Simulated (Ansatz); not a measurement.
`O[Si@@H](F)N[Si@@H](O)F` + H₂ → `O[SiH](F)N[SiH2]F` + H₂O  (hydrogenolysis of the Si–O bond)

Gas-phase electronic energies from Ansatz, PBE0-D4/def2-TZVP geometries. CBS: MP2 limit from def2 TZ/QZ plus the TZ coupled-cluster correction, frozen cores. This one scheme is used for every species. Each species was taken in one conformer, which may not be the lowest.

```
             level  ΔE (kcal/mol)
SCS-MP2/def2-TZVPP           24.7
     HF/def2-QZVPP           23.0
```

Question: What does CCSD(T)/CBS give? (Best estimate.)

Answer: The calculation gave: +24.3 kcal/mol. The listed levels differ from it by 0.4, -1.3 kcal/mol.

Largest T1 diagnostic among the species: 0.012.

The D4 term adds +1.9 kcal/mol with B3LYP and +1.0 kcal/mol with PBE0; it sums over pairs of atoms, weighted by their polarisabilities, and B3LYP, whose exchange is more repulsive, gets the larger term. In def2-TZVPP, CCSD(T) changes the Hartree–Fock value by +1.5 kcal/mol (the triples alone add +0.6 kcal/mol) and MP2 by +2.7 kcal/mol.

B3LYP here is the variant with VWN-RPA as its local correlation; programs differ in this.
